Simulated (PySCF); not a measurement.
C₃H₆OSi, SMILES C1=C[C@@H]([SiH3])O1. The structure is a stationary point at B3LYP-D3(BJ)/def2-SVP. The structure was generated by enumeration; whether it is a known compound was not checked.

Calculation: B3LYP-D3(BJ)/def2-SVP run with PySCF.

Harmonic wavenumbers (cm⁻¹): 168, 183, 218, 483, 559, 636, 700, 802, 877, 880, 925, 936, 952, 954, 975, 1053, 1140, 1170, 1225, 1299, 1619, 2219, 2230, 2250, 3071, 3219, 3286. Rotational constants (GHz): 9.652, 2.871, 2.547; symmetry number 1.

Question: Work out the zero-point energy and the ideal-gas rigid-rotor harmonic-oscillator thermochemistry at 298.15 K and 1 atm.

Answer: ZPE = ½ Σ hcν = ½ × 34027 cm⁻¹ = 48.64 kcal/mol. H − E(el) = 52.85 kcal/mol. Entropy in cal/(mol K): translation 39.27, rotation 25.92, vibration 9.99, total 75.19. G − E(el) = 30.43 kcal/mol. Cp = 22.79 cal/(mol K).
